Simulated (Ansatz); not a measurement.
**How basis sets differ on SiH3I (SMILES [SiH3]I)**

The species is SiH3I (5 atoms), meant as a singlet with charge 0. As SMILES, `[SiH3]I`. The shape is that of a PBE0-D4/def2-TZVP optimisation.

Quantity: the vertical energy of the triplet above the singlet, in eV. The values are calculated.

| level | kind | program | value (eV) |
| --- | --- | --- | --- |
| HF/STO-3G | Hartree–Fock | Ansatz | 7.05 |
| HF/3-21G | Hartree–Fock | Ansatz | 5.34 |
| HF/def2-mTZVP | Hartree–Fock | Ansatz | 5.33 |
| HF/def2-TZVP (core potential) | Hartree–Fock | Ansatz | 5.39 |

All-electron rows without a relativistic Hamiltonian named are non-relativistic, while core potentials hold scalar relativity, so basis and relativity change together. Spin-orbit coupling, which can split open shells on such heavy atoms by tenths of an eV, is left out. The values span 5.33 to 7.05 eV. A triplet this far above the singlet is often a Rydberg-like or dissociative state; sets without diffuse functions put Rydberg states too high.
